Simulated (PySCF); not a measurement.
# Worked example: chemical shift, span and skew from a shielding tensor

C2H3B, SMILES C(#C)B. Atoms are numbered in the order given.

```xyz
6

B      0.0000     0.0000    -1.3921
C      0.0000     0.0000     0.1078
C      0.0000     0.0000     1.3174
H      0.0000     0.0000     2.3811
H      0.0000    -1.0307    -1.9858
H      0.0000     1.0307    -1.9858
```

Coordinates come from a B3LYP-D3(BJ)/def2-TZVP optimisation.

GIAO shieldings from PBE0/pcSseg-2 in PySCF, non-relativistic, no solvent. The symmetric part of the tensor of C2 has the principal values -22.2, -20.2, 294.5 ppm. The same nucleus in TMS has σ = 186.1 ppm at this level (PySCF, at its B3LYP-D3(BJ)/def2-TZVP geometry).

Q: Work out the isotropic shielding, the ¹³C shift against TMS, the span and the skew.

A: 
σ(iso) = (σ11 + σ22 + σ33)/3 = 84.0 ppm. δ = σ(ref) − σ(iso) = 186.1 − (84.0) = 102.1 ppm.
Span Ω = σ33 − σ11 = 316.7 ppm. Skew κ = 3(σ(iso) − σ22)/Ω = 0.99, an axial tensor. Tumbling in solution averages the tensor to δ; in a static solid the shielding alone would spread this spin-1/2 line over Ω.
